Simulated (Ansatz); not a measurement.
Ligand exchange: C2F4 + GeH2(CH3)I → C2F3I + GeH2(CH3)F

Species: C2F4 (tetrafluoroethylene) `FC(F)=C(F)F`, singlet; GeH2(CH3)I, singlet; C2F3I (trifluoroiodoethylene) `FC(F)=C(F)I`, singlet; GeH2(CH3)F, singlet. The partners trade F for I: C–F and Ge–I bonds give way to C–I and Ge–F.

Shapes, held fixed at every level: PBE0-D4/def2-TZVP. Programs: Ansatz 0.2.0. The zero-point and thermal change to 298 K, harmonic and unscaled (PBE0-D4/def2-TZVP), is -2.7 kJ/mol.

**Question.** Estimate ΔH(298 K) of this reaction.

**Answer.** The highest level, CCSD(T)/def2-TZVPP, gives ΔH(298 K) = -6.1 kJ/mol; the levels span -6.1 to +33.0. They disagree on the sign: 4 of 8 are positive. The column of differences is taken from that level and isn't an error. No measured value is set beside it here. For atoms past krypton def2 sets carry core potentials with scalar relativity. Relativity is left out for Ge. Outer-core shells of Ge, I are correlated, in sets that cover them unevenly.

```
              level                   kind  ΔH(298 K) (kJ/mol)  less CCSD(T)/def2-TZVPP
        HF/def2-SVP           Hartree–Fock               +33.0                    +39.1
  PBE-D4/def2-TZVPP                    GGA                +2.1                     +8.2
B3LYP-D4/def2-TZVPP          global hybrid                -1.9                     +4.2
  B2PLYP/def2-TZVPP          double hybrid                -5.7                     +0.4
       MP2/def2-SVP    perturbation theory               +10.8                    +16.9
      CCSD/def2-SVP  coupled cluster or CI               +17.2                    +23.3
    CCSD/def2-TZVPP  coupled cluster or CI                -2.9                     +3.2
 CCSD(T)/def2-TZVPP  coupled cluster or CI                -6.1                      0.0
```
